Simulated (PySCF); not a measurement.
# Bonding in `C[N+]1(C)[BH2-]CC[C@@H]1CN`

C6H17BN2.
Numbering: `[CH3:1][N+:2]1([CH3:3])[BH2-:4][CH2:5][CH2:6][C@@H:7]1[CH2:8][NH2:9]` (hydrogens: H10, H11, H12 on C1; H13, H14, H15 on C3; H16, H17 on B4; H18, H19 on C5; H20, H21 on C6; H22 on C7; H23, H24 on C8; H25, H26 on N9)

Cartesian coordinates in Å at the PBE0-D3(BJ)/def2-SVP level; atoms count from 1:
```xyz
26
C6H17BN2 angstrom
C     -1.1795   -0.7996   -1.1665
N     -0.8958   -0.1453    0.1203
C     -1.5813   -0.8620    1.2000
B     -1.3910    1.4354    0.0582
C     -0.1526    2.1016   -0.7608
C      1.0319    1.1317   -0.5690
C      0.5703    0.0211    0.3773
C      1.3921   -1.2584    0.3128
N      2.7154   -0.9994    0.8416
H     -0.6919   -0.2471   -1.9780
H     -0.8327   -1.8440   -1.1712
H     -2.2624   -0.7707   -1.3365
H     -1.3379   -0.3839    2.1561
H     -2.6645   -0.7866    1.0381
H     -1.2913   -1.9243    1.2263
H     -2.5019    1.4393   -0.4628
H     -1.4297    1.7799    1.2375
H     -0.3590    2.2381   -1.8350
H      0.0869    3.1011   -0.3686
H      1.9254    1.6149   -0.1442
H      1.3557    0.6849   -1.5268
H      0.6272    0.3982    1.4097
H      1.3862   -1.6470   -0.7283
H      0.9218   -2.0340    0.9407
H      3.2235   -0.3648    0.2289
H      3.2592   -1.8575    0.8809
```

Bond orders from the PBE0/pcSseg-1 density (PySCF). One conformer (not necessarily the lowest) at the PBE0-D3(BJ)/def2-SVP geometry, without solvent, vibrations or thermal averaging.

Q: How far do the computed orders between heavy atoms stray from the drawn ones?

A: The largest departure is 0.432, at N2–B4 (drawn single, 0.568). Drawn single, order below 0.88: N2–B4 (0.568) and C7–N2 (0.838). The SMILES, with its formal charges, is one Lewis structure only.

Q: Set the Mayer orders of the bonds between heavy atoms beside their lengths.

A: 
```json
{"bond": "C1–N2", "drawn as": "single", "length (Å)": "1.471", "Mayer order": "0.902"}
{"bond": "N2–C3", "drawn as": "single", "length (Å)": "1.466", "Mayer order": "0.920"}
{"bond": "N2–B4", "drawn as": "single", "length (Å)": "1.658", "Mayer order": "0.568"}
{"bond": "B4–C5", "drawn as": "single", "length (Å)": "1.627", "Mayer order": "0.916"}
{"bond": "C5–C6", "drawn as": "single", "length (Å)": "1.543", "Mayer order": "1.025"}
{"bond": "C6–C7", "drawn as": "single", "length (Å)": "1.530", "Mayer order": "1.014"}
{"bond": "C7–C8", "drawn as": "single", "length (Å)": "1.522", "Mayer order": "1.006"}
{"bond": "C8–N9", "drawn as": "single", "length (Å)": "1.448", "Mayer order": "1.047"}
{"bond": "C7–N2", "drawn as": "single", "length (Å)": "1.498", "Mayer order": "0.838"}
```

Bonds between the same two heavy elements. C–N: lowest C7–N2 (0.838, 1.498 Å), highest C8–N9 (1.047, 1.448 Å). C–C: all 3 within 0.02 of one another (1.006 to 1.025).

Q: And the bonds to hydrogen?

A: C–H: 0.92 to 0.96 (13 bonds); B–H: 0.97 to 0.98 (2 bonds); H–N: 0.95 (2 bonds).

Q: Sum the orders of all bonds at each heavy atom with more than one neighbour and set the sums beside the valence in the SMILES.

A: C1 3.764 (drawn 4), N2 3.228 (drawn 4), C3 3.780 (drawn 4), B4 3.436 (drawn 4), C5 3.859 (drawn 4), C6 3.929 (drawn 4), C7 3.775 (drawn 4), C8 3.922 (drawn 4), N9 2.946 (drawn 3). Orders between atoms that aren't bonded are not in these sums.

Mayer orders depend on the basis set.
